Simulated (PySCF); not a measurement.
BGeH5O2S, SMILES OB(O)[S][GeH3].

The structure is a stationary point at PBE0-D3(BJ)/def2-SVP. This is a generated structure with no PubChem entry under its InChIKey; it may be hypothetical. Other conformers were not sampled.

Vertical ionisation energy (IE) and electron affinity (EA) in eV. Rows of orbital energies are one-electron estimates. Where ΔSCF, EOM or ADC give a negative EA the extra electron is unbound and the value depends on the basis.

```tsv
level	IE	EA
−ε(HOMO), −ε(LUMO), M06-2X/def2-TZVP (PySCF)	8.77	-0.47
−ε(HOMO), −ε(LUMO), PBE/def2-TZVP (PySCF)	[?]	[?]
```

Task: Some entries are withheld; supply them. (An estimate is asked for; the answer gives what the named calculation found.)

Result: 
- −ε(HOMO), −ε(LUMO), PBE/def2-TZVP (PySCF), IE: 6.33
- −ε(HOMO), −ε(LUMO), PBE/def2-TZVP (PySCF), EA: 1.27
